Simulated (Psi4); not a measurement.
Pair of molecules, SMILES [GeH4] with SMILES CN (the first has 5 atoms); geometry from B3LYP-D3(BJ)/def2-TZVP, rigid monomers moved along the line of their centres of mass till Ge1···N7 is 4.43 Å.
(charge 0, multiplicity 1):
```csv
atom,x (Å),y (Å),z (Å)
Ge,0.1056,0.2676,0.4932
H,0.5397,1.7002,0.8242
H,-1.3136,-0.0119,1.0041
H,1.0990,-0.7557,1.0585
H,0.0934,0.1152,-1.0462
C,-0.3898,-1.1108,5.3282
N,0.0006,0.2386,4.9233
H,0.3339,-1.8255,4.9336
H,-1.3566,-1.3513,4.8834
H,-0.4654,-1.2654,6.4121
H,0.9057,0.4856,5.3047
H,-0.6632,0.9258,5.2592
```

All values below come from SAPT0/aug-cc-pVDZ run with Psi4.

Question: Which attractive term is largest, and how does the interaction split up?

Answer: electrostatics -0.53, exchange 0.16, induction -0.10, dispersion -0.52, total -1.00 kcal/mol; the largest attraction is electrostatics.
